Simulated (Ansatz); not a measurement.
`C[SiH](N)Cl` + H₂O → `C[SiH](O)Cl` + NH₃ at 400 K and 1 bar (formal hydrolysis of the Si–N bond).

Isolated molecules relaxed with PBE0-D4/def2-TZVP in Ansatz; ΔE leaves out vibrations. CCSD(T)/CBS adds triple-zeta CCSD(T) − MP2 to the extrapolated MP2 energy (def2 sets, frozen cores). This one scheme is used for every species. Each species was taken in one conformer, which may not be the lowest.

```csv
species,CCSD(T)/CBS energy (Eh),H − E (kJ/mol),S (J/(mol·K))
`C[SiH](N)Cl`,-845.32705,224.7,364.1
H₂O,-76.37941,69.8,198.6
`C[SiH](O)Cl`,-865.21254,191.2,358.3
NH₃,-56.50880,104.2,203.1
```

H − E and S are ideal-gas, rigid-rotor, harmonic terms from PBE0-D4/def2-TZVP, for one conformer and one mirror image of each species. 1 Eh = 2625.50 kJ/mol, R = 8.31446 J/(mol·K).

**Question.** By hand: ΔE, ΔH, ΔS and ΔG.

**Answer.** ΔE = (-865.21254) + (-56.50880) − (-845.32705) − (-76.37941) = -0.01488 Eh = -39.1 kJ/mol. Δ(H − E) = 191.2 + 104.2 − 224.7 − 69.8 = 0.9, so ΔH = -38.2 kJ/mol. ΔS = 358.3 + 203.1 − 364.1 − 198.6 = -1.3 J/(mol·K). ΔG = -38.2 − 400 × (-1.3)/1000 = -37.7 kJ/mol.

**Question.** By hand: the equilibrium constant, and the temperature at which ΔG would vanish if ΔH and ΔS stayed fixed.

**Answer.** log₁₀ K = −ΔG/(RT ln 10) = 4.9. ΔG = 0 at ΔH/ΔS = 29385 K, far beyond where these terms or the molecules hold.

The number of gas molecules stays the same, so ΔS is small and ΔH decides. A doubt of 5 kJ/mol in ΔE shifts log₁₀ K by 0.7 here. Other conformers and mirror images would add mixing entropy, several J/(mol·K) or more a flexible species. These are equilibria of isolated gas molecules and say nothing of rates. Largest T1 diagnostic: 0.010 (customary marks: 0.02 for closed shells, 0.045 for open ones).
